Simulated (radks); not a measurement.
Q: Radial electron density D(r) = 4 pi r^2 rho(r) of an atom or ion with 26 electrons. Method: non-relativistic Kohn-Sham, Slater X-alpha with alpha = 0.828, spin-unpolarised, spherical densities, point nucleus; computed with a radial shooting solver on a logarithmic mesh with Libxc functionals.

| r (bohr) | D(r) (e/bohr) |
|---|---|
| 0.00719 | 5.895 |
| 0.009213 | 8.681 |
| 0.01171 | 12.26 |
| 0.01501 | 16.87 |
| 0.01923 | 22.11 |
| 0.02445 | 27.09 |
| 0.03133 | 31.02 |
| 0.04015 | 32.48 |
| 0.05104 | 31.07 |
| 0.06541 | 27.81 |
| 0.08382 | 25.66 |
| 0.1074 | 27.52 |
| 0.1365 | 32.71 |
| 0.175 | 36.57 |
| 0.2242 | 33.32 |
| 0.285 | 24.11 |
| 0.3653 | 16.12 |
| 0.4681 | 15.52 |
| 0.595 | 18.47 |
| 0.7625 | 17.98 |
| 0.9771 | 12.75 |
| 1.252 | 6.849 |
| 1.592 | 3.127 |
| 2.04 | 1.249 |
| 2.614 | 0.4439 |
| 3.323 | 0.1311 |
| 4.258 | 0.02584 |

What is the nuclear charge?

A: Z = 27. The innermost maximum, from 1s, lies near 1/Z = 0.037 bohr (found: 0.0402), and its height grows with Z. The density is that of the cobalt ion Co+ in [Ar] 3d8; the configuration itself is not fixed sharply by these data, and Z only to about a unit. D(r) has 3 maxima, at r = 0.0402, 0.181, 0.660 bohr, and minima at 0.0859, 0.418 bohr, inside which lie 2.11, 10.78 electrons.
